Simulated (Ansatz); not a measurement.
Frontier orbitals of C9H20, SMILES `CCC(C)(C)C(C)(C)C`.

Total charge 0; spin multiplicity 1. The structure was optimised at the PBE0-D4/def2-TZVP level. It is one conformer, not always the lowest. Basis def2-TZVPP, Ansatz.

| functional | HOMO (eV) | LUMO (eV) |
| --- | --- | --- |
| B3LYP | -8.10 | 0.67 |

Task: Give HOMO and LUMO (eV) with LDA (SPW92), PBE, revPBE, BLYP, r2SCAN, B97M-V, PBE0, r2SCANh, r2SCAN0, HSE06 (plane-wave form), BHLYP, CAM-B3LYP, LC-ωPBE, ωB97X-V, ωB97M-V, HF. (Best estimate.)

Result: Ansatz gave: 
| functional | HOMO | LUMO |
| --- | --- | --- |
| LDA (SPW92) | -7.10 | -0.02 |
| PBE | -7.00 | 0.19 |
| revPBE | -6.94 | 0.31 |
| BLYP | -6.91 | 0.21 |
| r2SCAN | -7.23 | 0.84 |
| B97M-V | -7.40 | 0.25 |
| PBE0 | -8.28 | 0.98 |
| r2SCANh | -7.71 | 1.07 |
| r2SCAN0 | -8.44 | 1.40 |
| HSE06 (plane-wave form) | -7.88 | 0.61 |
| BHLYP | -9.52 | 1.59 |
| CAM-B3LYP | -9.67 | 1.75 |
| LC-ωPBE | -10.96 | 3.04 |
| ωB97X-V | -10.65 | 2.78 |
| ωB97M-V | -10.54 | 2.38 |
| HF | -11.40 | 3.53 |

B3LYP here is the variant with VWN-RPA as its local correlation; programs differ in this. LC-ωPBE has ω = 0.4 bohr⁻¹. Positive LUMOs are unbound and depend on the basis.
